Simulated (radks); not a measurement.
Ionisation of the promethium ion Pm18+, [Kr] 4d7, to [Kr] 4d6 as the strength of local exchange is varied. Calculated with a radial shooting solver on a logarithmic mesh with Libxc functionals: Dirac Kohn-Sham, Slater X-alpha exchange (alpha = 2/3 is LDA exchange), no correlation, spin-unpolarised, spherical densities, finite nucleus; open shells fill j = l - 1/2 first; Fermi nuclear charge, rms radius 4.962 fm.

| alpha | E(Pm18+) (hartree) | exchange (hartree) | IE (eV) | -e of the level emptied (eV) | <r> of it (bohr) |
|---|---|---|---|---|---|
| 0.667 | -9895.6065 | -201.4087 | 533.19 | 515.32 (4d5/2) | 0.6210 |
| 0.695 | -9904.0644 | -210.0108 | 535.15 | 517.26 (4d5/2) | 0.6199 |
| 0.873 | -9957.9712 | -264.9730 | 547.71 | 529.74 (4d5/2) | 0.6134 |
| 0.879 | -9959.7924 | -266.8341 | 548.14 | 530.16 (4d5/2) | 0.6132 |
| 1.026 | -10004.4983 | -312.5992 | 558.64 | 540.59 (4d5/2) | 0.6079 |

NIST Atomic Spectra Database: 534 +/- 3 eV (theoretical). The Delta-SCF value meets it near alpha = 0.68. Spin polarisation and multiplet splitting are left out, so open shells lie too high by an amount that depends on their filling.

Beside tabulated values, note that spin-unpolarised runs miss the spin-polarisation part of the exchange energy of open shells.
